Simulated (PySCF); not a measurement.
**Potential energy of TlO along the bond**

Set-up: Tl cc-pVDZ-PP with ECP60, O cc-pVDZ; scalar-relativistic core potentials (PySCF 2.14). Energies in eV from Tl + O in their ground configurations at the same level. State: ²Π (doublet), unpaired electrons π ↑.

```
R (Å)   HSE06    PBE0  M06-2X
1.891  -2.083  -2.083  -1.936
1.979  -2.590  -2.587  -2.456
2.067  -2.863  -2.857  -2.738
2.133  -2.958  -2.949  -2.835
2.199  -2.982  -2.972  -2.861
2.265  -2.953  -2.942  -2.833
2.353  -2.855  -2.843  -2.734
2.463  -2.672  -2.659  -2.547
2.595  -2.405  -2.390  -2.271
2.771  -2.025  -2.009  -1.874
```

Task: Put a parabola through the three lowest points of the HSE06 curve and estimate Re, k and ωe (reduced mass 14.84 u; 1 eV/Å² = 0.16022 mdyn/Å; ωe = 1302.8·√(k/μ) cm⁻¹).

Result: Through R = 2.133, 2.199, 2.265 Å the second-order coefficient is 6.08 eV/Å², so Re ≈ 2.196 Å, k ≈ 1.95 mdyn/Å and ωe ≈ 472 cm⁻¹. A polynomial fit of higher order to the unrounded HSE06 energies gives Re = 2.193 Å, k = 1.99 mdyn/Å, ωe = 477 cm⁻¹; anharmonicity and rounding make the difference.

The higher-order fit for each curve: HSE06: Re = 2.193 Å, ωe = 477 cm⁻¹, De = 2.98 eV; PBE0: Re = 2.191 Å, ωe = 477 cm⁻¹, De = 2.97 eV; M06-2X: Re = 2.194 Å, ωe = 481 cm⁻¹, De = 2.86 eV.

These are scalar-relativistic numbers at best; spin–orbit coupling would shift them, the dissociation energy most. The state is the lowest determinant that a PBE0 search found; another state may lie lower at other levels.
